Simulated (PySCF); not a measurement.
Species: CH6GeN2Si.
SMILES with atom numbers: `[N:1]#[C:2][GeH2:3][NH:4][SiH3:5]` (hydrogens: H6, H7 on Ge3; H8 on N4; H9, H10, H11 on Si5)

Computed with PBE0-D3(BJ)/def2-SVP geometry optimisation, gas phase (PySCF 2.14.0).

Q: What internal coordinates does the optimisation give?

A: 
```tsv
bond	length (bohr)
N1≡C2	2.191
C2–Ge3	3.669
Ge3–N4	3.438
N4–Si5	3.299
Ge3–H6, Ge3–H7	2.891
N4–H8	1.922
Si5–H9, Si5–H10, Si5–H11	2.824
```

Bonds in one row agree within 0.02 bohr and their mean is given. A selection of angles:
```tsv
angle	degrees
N1–C2–Ge3	178.2
C2–Ge3–N4	109.6
C2–Ge3–H6	106.1
C2–Ge3–H7	106.7
N4–Ge3–H6	110.5
H6–Ge3–H7	114.5
Ge3–N4–Si5	127.0
Ge3–N4–H8	114.3
Si5–N4–H8	116.6
N4–Si5–H9	106.6
N4–Si5–H10	109.7
N4–Si5–H11	113.7
H9–Si5–H10	110.2
H10–Si5–H11	107.9
```

Dihedral angles: C2–Ge3–N4–Si5 84° (synclinal). The mirror-image conformer, all signs reversed, is as good.

N4 (silicon-bound nitrogen) is almost planar (angles 127.0°, 116.6° and 114.3°, sum 357.8°, 0.12 Å off the plane of its three neighbours). Ge3 (germanium bonded to C, N and 2 H) is distorted tetrahedral (angles from 106.1° to 114.5°). Si5 (SiH3 silicon) is distorted tetrahedral (angles from 106.6° to 113.7°).

Point group: C1 (no symmetry element, even within 0.4 Å). No PBE0-D3(BJ)/def2-SVP frequencies stand behind this structure, so it isn't proved a minimum. One conformer, not necessarily the lowest.

Time: 75 s wall; peak memory 0.52 GiB. Hardware: an Arm Neoverse V1 with one thread, no GPU (shared host). This is the geometry optimisation.
